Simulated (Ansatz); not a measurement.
A nudged elastic band was laid between two geometries of CH$_{6}$BFGeS (11 atoms, charge 0, multiplicity 1).

All numbers below come from RKS PBE0/def2-mTZVP in Ansatz.

```json
{
  "movable images": "5",
  "climbing image": "yes",
  "spring": "5.0 eV/Å²",
  "optimiser": "quadratic models (default)",
  "start path": "IDPP",
  "force threshold": "0.05 eV/Å",
  "iteration limit": "60",
  "end points": "relaxed"
}
```

Image 0:

```xyz
11
Properties=species:S:1:pos:R:3
B -0.703 1.754 1.434
C -0.464 0.656 0.360
S 1.018 -0.381 0.665
Ge 0.909 -1.736 -1.059
F 1.123 -0.805 -2.528
H 0.013 1.903 2.376
H -1.651 2.467 1.293
H -0.388 1.146 -0.618
H -1.369 0.036 0.297
H -0.488 -2.358 -1.215
H 2.064 -2.738 -0.984
```

Image 6:

```xyz
11
Properties=species:S:1:pos:R:3
B -1.117 0.985 0.982
C -0.032 1.270 -0.093
S 1.573 0.371 -0.017
Ge 0.884 -1.663 -0.460
F 0.403 -1.756 -2.142
H -0.924 0.281 1.925
H -2.171 1.538 0.867
H 0.234 2.330 0.037
H -0.432 1.232 -1.111
H -0.402 -2.007 0.308
H 2.049 -2.638 -0.274
```

(1) Which bonds break or form, and what moves?

(2) What energy profile does the band end with?

(3) What is the geometry of the highest image?

(4) What are the harmonic wavenumbers there?

Answers

(1) No bond is made or broken. The dihedral H9–C2–S3–Ge4 goes from 57 to -65°.

(2) It converged. The highest image is number 3 of 0 to 6, 7.7 kJ/mol above the first end and 4.2 kJ/mol above the last; the last end lies 3.5 kJ/mol above the first. A vibrational analysis at the climbing image gives one clearly imaginary mode, 68i cm⁻¹: a first-order saddle point.

```json
{"image": "0", "path coordinate (Å)": "0.00", "energy (kJ/mol)": "0.0", "dihedral H9–C2–S3–Ge4 (°)": "57"}
{"image": "1", "path coordinate (Å)": "0.82", "energy (kJ/mol)": "1.8", "dihedral H9–C2–S3–Ge4 (°)": "37"}
{"image": "2", "path coordinate (Å)": "1.63", "energy (kJ/mol)": "5.4", "dihedral H9–C2–S3–Ge4 (°)": "14"}
{"image": "3", "path coordinate (Å)": "2.45", "energy (kJ/mol)": "7.7", "dihedral H9–C2–S3–Ge4 (°)": "-10"}
{"image": "4", "path coordinate (Å)": "3.14", "energy (kJ/mol)": "6.9", "dihedral H9–C2–S3–Ge4 (°)": "-29"}
{"image": "5", "path coordinate (Å)": "3.83", "energy (kJ/mol)": "4.9", "dihedral H9–C2–S3–Ge4 (°)": "-47"}
{"image": "6", "path coordinate (Å)": "4.52", "energy (kJ/mol)": "3.5", "dihedral H9–C2–S3–Ge4 (°)": "-65"}
```

(3) 
```xyz
11
Properties=species:S:1:pos:R:3:forces:R:3
B -0.938 1.432 1.363 0.01 -0.02 -0.02
C -0.194 1.044 0.054 0.03 0.00 0.02
S 1.381 0.097 0.238 0.00 0.02 0.01
Ge 0.883 -1.780 -0.775 -0.02 0.01 -0.02
F 0.672 -1.486 -2.489 0.01 -0.01 0.01
H -0.524 1.158 2.446 0.00 0.01 0.00
H -1.960 2.045 1.255 0.00 0.00 0.00
H 0.053 1.968 -0.486 -0.01 -0.01 -0.01
H -0.881 0.534 -0.632 -0.01 0.00 0.00
H -0.486 -2.320 -0.333 0.00 -0.01 0.00
H 2.059 -2.749 -0.620 0.00 0.00 0.00
```

(4) 68i, 45, 88, 145, 197, 292, 424, 500, 531, 635, 671, 681, 794, 842, 880, 986, 1020, 1160, 1216, 1275, 1411, 2168, 2203, 2592, 2681, 3034, 3072 cm⁻¹.

Run time: 2.3 min on 2 threads of Arm Neoverse V2, with other jobs on the host, peak memory 0.32 GiB.
